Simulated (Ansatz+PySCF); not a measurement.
Two shapes of singlet H₄.

Shape 1:

```xyz
4

H     0.0000    0.0000    0.0000
H     0.0000    0.0000    1.5000
H     0.0000    0.0000    3.0000
H     0.0000    0.0000    4.5000
```

Shape 2:

```xyz
4

H     0.0000    0.0000    0.0000
H     0.0000    0.0000    1.0000
H     0.0000    0.0000    2.0000
H     0.0000    0.0000    3.0000
```

Basis set: cc-pVDZ (spherical functions). All electrons are correlated. Charge 0, multiplicity 1.

Computed with Ansatz (development build ahead of 0.2.0); each method stands on the lowest determinant of its kind that the runs found.

Problem. Which shape is lower in energy, and by how much in each method?

Solution.

```tsv
method	E(2) − E(1) (eV)
RHF-CCSD(T)	-3.488
PBE (restricted)	-3.663
PBE (unrestricted)	-3.663
PBE0 (unrestricted)	-3.860
r²SCAN (restricted)	-3.899
```

Shape 2 is lower. Caution for RHF-CCSD(T): large amplitudes, a single reference is doubtful; an unrestricted determinant lies well below; bonds are stretched, where a single reference can fail. Caution for PBE0 (unrestricted): the unrestricted determinant is spin contaminated.
